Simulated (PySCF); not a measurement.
A structure optimised at B3LYP-D3(BJ)/def2-SVP, used in a PySCF frequency run:

```
C
C 1 1.3448
H 2 1.0908 1 122.09
H 1 1.0968 2 116.51 3 0.00
C 1 1.4196 4 117.10 2 180.00
C 5 1.2143 4 151.57 1 180.00
H 6 1.0736 4 162.37 1 180.00
Br 2 1.8829 3 113.64 1 180.00
```
Charge 0, spin multiplicity 1.

Write its SMILES, formula and point group.

C#C/C=C\Br, C4H3Br, Cs

What are its rotational constants (standard atomic weights)?

7.7167, 1.7430, 1.4218 GHz
